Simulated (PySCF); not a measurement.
# How methods differ on the excitation energy of Pd⁺

Pd⁺ [Kr] 4d9 (2D) → Pd⁺ [Kr] 4d8 5s1 (4F), as a difference of total energies. All numbers are calculated (PySCF 2.14, the spin-free X2C one-electron Hamiltonian (Gaussian nucleus), in aug-cc-pVTZ-DK). Correlated levels: valence: [Kr] frozen. The calculations carry no spin-orbit coupling.

```
           method  excitation energy (eV)  error (eV)
              UHF                   2.350      -0.844
              LDA                   3.250      +0.056
              PBE                   3.081      -0.113
             PBE0                   3.087      -0.107
           r2SCAN                   2.798      -0.396
          r2SCANh                   2.819      -0.375
             PW91                   3.072      -0.122
             MN15                   3.494      +0.300
    MP2 (valence)                   3.343      +0.149
SCS-MP2 (valence)                   3.468      +0.274
```

Reference: 3.194 eV (measured; NIST levels, between the centres of gravity of the two terms).

Errors of the correlated levels include the incompleteness of this basis and the frozen core.
